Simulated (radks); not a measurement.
Excited configurations of the zirconium ion Zr3+: one electron is placed in a higher orbital outside [Kr]. The ground configuration is [Kr] 4d1. All-electron calculation, scalar-relativistic Kohn-Sham, PBE, spin-unpolarised, spherical densities, finite nucleus; Fermi nuclear charge, rms radius 4.2694 fm. Program: a radial shooting solver on a logarithmic mesh with Libxc functionals. Excitation = E - E(ground); binding = E(ion) - E, where the ion is the core of charge +4; n* = 4/sqrt(2 binding) in atomic units, and the quantum defect is n - n*.

outer orbital,excitation (eV),binding (eV),n*,quantum defect,eigenvalue (eV),<r> (bohr)
4f,19.401,14.817,3.833,0.167,-12.100,3.825
5p,10.044,24.174,3.001,1.999,-21.042,3.278
5f,24.288,9.930,4.682,0.318,-8.542,6.744
6s,18.290,15.928,3.697,2.303,-14.202,5.266
6d,23.892,10.326,4.591,1.409,-9.105,7.380
7p,25.376,8.842,4.962,2.038,-7.924,9.221
7d,27.167,7.051,5.556,1.444,-6.295,11.14
7f,29.144,5.074,6.550,0.450,-4.525,14.90

The Delta-SCF ionisation energy is 34.218 eV (NIST Atomic Spectra Database: 34.418 eV, measured). Self-interaction in the functional shifts the binding energies and quantum defects, so they are the method's values and not measured ones. Spin polarisation and multiplet splitting are left out, so open shells lie too high by an amount that depends on their filling.

Beside tabulated values, note that spin-unpolarised runs miss the spin-polarisation part of the exchange energy of open shells.
